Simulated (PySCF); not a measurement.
**Question.** Write Cartesian coordinates for `C=COC(=O)CC(F)=C(F)F` as optimised with PBE0-D3(BJ)/def2-SVP.

**Answer.** 
```
atom  x, y, z in Å
C1     3.5811    0.0520   -0.7175
C2     2.5137   -0.2185    0.0251
O3     1.2554    0.0735   -0.4376
C4     0.2005   -0.1923    0.3605
O5     0.2799   -0.6795    1.4502
C6    -1.0793    0.2423   -0.3199
C7    -2.2833   -0.3414    0.3127
F8    -2.4530   -1.6531    0.1451
C9    -3.1700    0.3355    1.0398
F10   -4.2197   -0.1897    1.6095
F11   -3.0778    1.6271    1.2581
H12    3.4859    0.5111   -1.7037
H13    4.5746   -0.1894   -0.3392
H14    2.5327   -0.6763    1.0167
H15   -1.1213    1.3418   -0.2834
H16   -1.0258   -0.0340   -1.3852
```

Any rigid rotation of these coordinates is as good. Atoms count from 1 in this order. The C–O distances run from 1.196 Å (C4=O5, drawn double) to 1.372 Å (C2–O3, drawn single), a spread of 0.176 Å. Of the pairs four or more bonds apart, O5···H14 is among the closest relative to their van der Waals radii: 2.29 Å, 84 % of the sum of Bondi's values. The C–C distances run from 1.328 Å (C1=C2, drawn double) to 1.513 Å (C4–C6, drawn single), a spread of 0.185 Å. The 3 C–F bonds span 1.305 Å (C9–F10, drawn single) to 1.333 Å (C7–F8, drawn single), a spread of 0.028 Å.

Bonds between heavy atoms (Å): C1=C2 1.328, C2–O3 1.372, O3–C4 1.349, C4=O5 1.196, C4–C6 1.513, C6–C7 1.480, C7–F8 1.333, C7=C9 1.332, C9–F10 1.305, C9–F11 1.313.

Computed with PBE0-D3(BJ)/def2-SVP geometry optimisation, gas phase in PySCF.

Point group: C1 (no symmetry element, even within 0.4 Å). No frequency check. One conformer, not necessarily the lowest (C1–C2–O3–C4 -179°, C2–O3–C4–O5 -1°, O3–C4–C6–C7 164°, C4–C6–C7–F8 -70°).
